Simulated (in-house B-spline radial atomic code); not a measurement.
Successive ionisation energies of thulium; each step leads to the configuration of the next row (after the last: [Kr] 4d3/2(4) 4d5/2(5)). Dirac energy differences include first-order Breit, QED and recoil terms. NIST's values go from ground level to ground level; the uncertainty of those that are theory runs from under 0.1 % in few-electron ions to several per cent in heavy many-electron ones. Computed with a B-spline radial code for spherical atoms: Dirac-Hartree-Fock, jj configuration that fills j = l - 1/2 first, finite nuclei.

A number in brackets counts the electrons of a j subshell.

| ion | configuration | ionisation energy (eV) | tabulated value (eV) | tabulated kind | computed minus tabulated (eV) | highest orbital | largest mean radius (bohr) |
| --- | --- | --- | --- | --- | --- | --- | --- |
| Tm8+ | [Kr] 4d10 4f5/2(6) 4f7/2(5) 5s2 5p1/2(2) | 149.9 | 160 | tabulated theory | -10.1 | 4f7/2 | 1.2253 |
| Tm9+ | [Kr] 4d10 4f5/2(6) 4f7/2(5) 5s2 5p1/2(1) | 169.0 | 180 | tabulated theory | -11.0 | 4f7/2 | 1.2037 |
| Tm10+ | [Kr] 4d10 4f5/2(6) 4f7/2(5) 5s2 | 181.3 | 205 | tabulated theory | -23.7 | 4f7/2 | 1.1148 |
| Tm11+ | [Kr] 4d10 4f5/2(6) 4f7/2(4) 5s2 | 211.2 | 239 | tabulated theory | -27.8 | 4f7/2 | 1.0916 |
| Tm12+ | [Kr] 4d10 4f5/2(6) 4f7/2(3) 5s2 | 257.8 | 274 | tabulated theory | -16.2 | 4f7/2 | 1.0695 |
| Tm13+ | [Kr] 4d10 4f5/2(6) 4f7/2(3) 5s1 | 280.0 | 295 | tabulated theory | -15.0 | 4f7/2 | 1.0559 |
| Tm14+ | [Kr] 4d10 4f5/2(6) 4f7/2(3) | 292.5 | 317 | tabulated theory | -24.5 | 4f7/2 | 0.60943 |
| Tm15+ | [Kr] 4d10 4f5/2(6) 4f7/2(2) | 326.8 | 352 | tabulated theory | -25.2 | 4f7/2 | 0.59422 |
| Tm16+ | [Kr] 4d10 4f5/2(6) 4f7/2(1) | 362.5 | 387 | tabulated theory | -24.5 | 4f7/2 | 0.58015 |
| Tm17+ | [Kr] 4d10 4f5/2(6) | 405.3 | 424 | tabulated theory | -18.7 | 4f5/2 | 0.5605 |
| Tm18+ | [Kr] 4d10 4f5/2(5) | 443.6 | 460 | tabulated theory | -16.4 | 4f5/2 | 0.54862 |
| Tm19+ | [Kr] 4d10 4f5/2(4) | 483.2 | 496 | tabulated theory | -12.8 | 4f5/2 | 0.53747 |
| Tm20+ | [Kr] 4d10 4f5/2(3) | 523.8 | 530 | tabulated theory | -6.2 | 4f5/2 | 0.52744 |
| Tm21+ | [Kr] 4d10 4f5/2(2) | 565.7 | 570 | tabulated theory | -4.3 | 4f5/2 | 0.52204 |
| Tm22+ | [Kr] 4d10 4f5/2(1) | 608.7 | 603 | tabulated theory | 5.7 | 4f5/2 | 0.51667 |
| Tm23+ | [Kr] 4d10 | 824.9 | 825 | tabulated theory | -0.1 | 4d5/2 | 0.51134 |
